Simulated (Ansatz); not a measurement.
`C#[C][SnH]([C]#C)[C]#C`, relaxed with RKS PBE0-D4/def2-TZVP in the Gaussian-basis code of Ansatz from a PBE-D4/def2-SVP geometry. The force threshold is 0.005 eV/Å; the program also tests the step.

Total charge 0; spin multiplicity 1. Sn takes the def2 core potential.

Start:

```xyz
11

C    -1.551   -0.434   -2.697
C    -1.148   -0.409   -1.538
Sn   -0.491   -0.390    0.451
C     1.419   -1.246    0.521
C     2.532   -1.762    0.576
C    -0.340    1.603    1.077
C    -0.264    2.767    1.461
H    -1.902   -0.452   -3.722
H    -1.578   -1.257    1.455
H     3.516   -2.213    0.620
H    -0.193    3.794    1.795
```

| step | energy (eV) | largest force (eV/Å) | largest move (Å) |
| --- | --- | --- | --- |
| 1 | -12106.8753 | 1.762 | 0.000 |
| 2 | -12106.9824 | 0.199 | 0.061 |
| 3 | -12106.9860 | 0.025 | 0.014 |
| 4 | -12106.9860 | 0.002 | 0.002 |

End:

```xyz
11

C    -1.532   -0.428   -2.660
C    -1.133   -0.403   -1.523
Sn   -0.480   -0.383    0.443
C     1.408   -1.232    0.513
C     2.498   -1.741    0.569
C    -0.334    1.588    1.063
C    -0.263    2.730    1.442
H    -1.879   -0.447   -3.668
H    -1.554   -1.239    1.434
H     3.466   -2.188    0.615
H    -0.196    3.742    1.773
```

Run time 29 s (4 threads of an Arm Neoverse V1 on a shared host); peak host memory 0.85 GiB.
